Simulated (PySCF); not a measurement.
Dipole response of Nb⁻ (niobium, charge -1)

[Kr] 4d4 5s2, high-spin 5D determinant. Computed with PySCF 2.14 in aug-cc-pVDZ-PP with ECP28MDF (5s5p4d2f, 54 functions), with scalar relativity through the core potential. Coupled (time-dependent) response in atomic units; α is the mean over directions. A double-zeta set is small for polarisabilities.

| method | mean α (bohr³) | α xx, yy, zz | C₆ (like pair) | S(−4) |
| --- | --- | --- | --- | --- |
| MN15 | 397.7 | 407.9, 407.9, 377.2 | 8686 | 91530 |

S(−4) is the Cauchy moment in α(ω) = α(0) + S(−4) ω² + …

Spin-orbit coupling is absent.

α(iu) at MN15:

```json
{"u (hartree)": "0", "α(iu) (bohr³)": "397.7"}
{"u (hartree)": "0.0500", "α(iu) (bohr³)": "259.2"}
{"u (hartree)": "0.100", "α(iu) (bohr³)": "138.2"}
{"u (hartree)": "0.200", "α(iu) (bohr³)": "58.45"}
{"u (hartree)": "0.300", "α(iu) (bohr³)": "34.72"}
{"u (hartree)": "0.500", "α(iu) (bohr³)": "18.10"}
{"u (hartree)": "0.750", "α(iu) (bohr³)": "10.56"}
{"u (hartree)": "1.00", "α(iu) (bohr³)": "7.051"}
{"u (hartree)": "1.50", "α(iu) (bohr³)": "3.858"}
{"u (hartree)": "2.00", "α(iu) (bohr³)": "2.442"}
{"u (hartree)": "3.00", "α(iu) (bohr³)": "1.223"}
{"u (hartree)": "5.00", "α(iu) (bohr³)": "0.4789"}
```

A single London oscillator, α(iu) = α/(1 + u²/ω²), gives C₆ = (3/4) ω α². Matching the computed C₆ needs ω = 4 × 8686 / (3 × 397.7²) = 0.0732 hartree.

For an ion, C₆ is the dispersion term alone; charge-induced terms of lower order in 1/R come first.

The components differ because the open shell of this determinant is not spherical; for a pure term their mean is the scalar polarisability.

Energies and moments cover only the electrons outside the core potential. The outer electron is barely bound at this level, so radii and moments hang on the diffuse functions.
